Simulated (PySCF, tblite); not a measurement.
Species: C4H11NSi.
Structure used (GFN2-xTB), in Å, numbered top down from 1:
```xyz
17
C4H11NSi angstrom
C      3.0760   -0.3619   -0.4621
C      2.0938   -0.6160    0.3836
C      0.6527   -0.6435    0.0262
Si    -0.2497    0.8910    0.7184
N     -1.7987    0.9541   -0.0309
C     -2.7400   -0.1417   -0.0706
H      4.1067   -0.3316   -0.1519
H      2.8863   -0.1752   -1.5068
H      2.3158   -0.7970    1.4278
H      0.2001   -1.5483    0.4361
H      0.5390   -0.6747   -1.0577
H     -0.2535    0.7907    2.1911
H      0.3956    2.1348    0.2990
H     -2.2776    1.8414    0.0072
H     -3.4182   -0.0202   -0.9178
H     -2.1942   -1.0736   -0.1962
H     -3.3410   -0.2162    0.8430
```

Jobs on this species (17 atoms, 56 electrons) with PySCF (density fitting) and tblite. Hardware of each: one thread, Arm Neoverse V1 (aarch64), shared host. Other jobs ran on the host; a repeat could differ by tens of per cent or more.

**Question.** Rank these jobs by wall time, shortest first.
A. PBE0/def2-SVPD; 8 singlets by full TDDFT, 3 Tamm–Dancoff triplets, polarisability, density and orbital grids written; 212 basis functions
B. GFN2-xTB; Hessian by finite differences
C. GFN2-xTB; L-BFGS relaxation

**Answer.** B (0.51 s), C (1.1 s), A (47 s).

All jobs:

```csv
level and settings,work,basis functions,SCF cycles,wall time
GFN2-xTB,Hessian by finite differences,–,–,0.51 s
GFN2-xTB,L-BFGS relaxation,–,–,1.1 s
PBE0/pcSseg-1,"shieldings, charges and field gradients, density and orbital grids written",164,13,30 s
PBE0/def2-SVPD,"8 singlets by full TDDFT, 3 Tamm–Dancoff triplets, polarisability, density and orbital grids written",212,13,47 s
```

**Question.** What do all jobs in the table cost together?

**Answer.** About 79 s; the longest takes about 60 % of that, and about 92 times as long as the shortest.
